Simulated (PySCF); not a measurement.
Give a PBE0-D3(BJ)/def2-SVP geometry of `N#C[CH2][GeH2][NH2]`.

```xyz
11
C2H6GeN2 angstrom
N     -1.037    2.138   -0.046
C     -1.152    1.003   -0.248
C     -1.209   -0.425   -0.469
Ge     0.370   -1.285    0.361
N      1.796   -0.382   -0.340
H     -1.192   -0.636   -1.549
H     -2.136   -0.841   -0.046
H      0.458   -2.750   -0.096
H      0.191   -1.202    1.894
H      2.708   -0.789   -0.156
H      1.821    0.608   -0.104
```

Orientation and origin are arbitrary. Atoms count from 1 in this order. Of the pairs four or more bonds apart, C2···H11 is among the closest relative to their van der Waals radii: 3.00 Å, 104 % of the sum of Bondi's values. N5 (nitrogen bonded to Ge and 2 H) is pyramidal (angles 115.7°, 114.3° and 109.0°, sum 339.0°, 0.32 Å off the plane of its three neighbours). Ge4 (germanium bonded to C, N and 2 H) is distorted tetrahedral (angles from 104.3° to 116.4°).

Bonds between heavy atoms (Å): N1≡C2 1.159, C2–C3 1.445, C3–Ge4 1.980, Ge4–N5 1.827.

Method used: PBE0-D3(BJ)/def2-SVP geometry optimisation, gas phase in PySCF.

Point group: C1 (no symmetry element, even within 0.4 Å). No frequency check. The numbers are those of one conformer (C2–C3–Ge4–N5 -54°, C3–Ge4–N5–H -170° and 63°).

On Arm Neoverse V2, one thread (shared host), this took 45 s wall and 0.48 GiB of memory at its peak. These figures are those of the optimisation.
